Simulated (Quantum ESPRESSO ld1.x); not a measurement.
Question: The mean radii <r> (bohr) of the occupied orbitals of an atom or ion are listed with their occupations. All-electron calculation, scalar-relativistic Kohn-Sham, LDA (Slater exchange, VWN5 correlation), spin-unpolarised, spherical densities, point nucleus. Program: ld1.x of Quantum ESPRESSO 7.5.

orbital  occ.      <r>
1s          2  0.02113
2s          2  0.08983
2p          6  0.07948
3s          2   0.2348
3p          6   0.2336
3d         10   0.2122
4s          2   0.5297
4p          6   0.5611
4d         10   0.6080
5s          2    1.273
5p          6    1.478
4f          9   0.8050

Name the element and its charge.

Answer: Z = 66, dysprosium, charge +3: Dy3+ in [Xe] 4f9. The 1s radius gives Z: for a bare nucleus <r> = (2 gamma + 1)/(2Z) with gamma = sqrt(1 - (Z/c)^2), 0.02085 bohr for Z = 66, and screening makes it slightly larger (0.02113 here). The occupations add up to 63, and the charge is Z minus that.
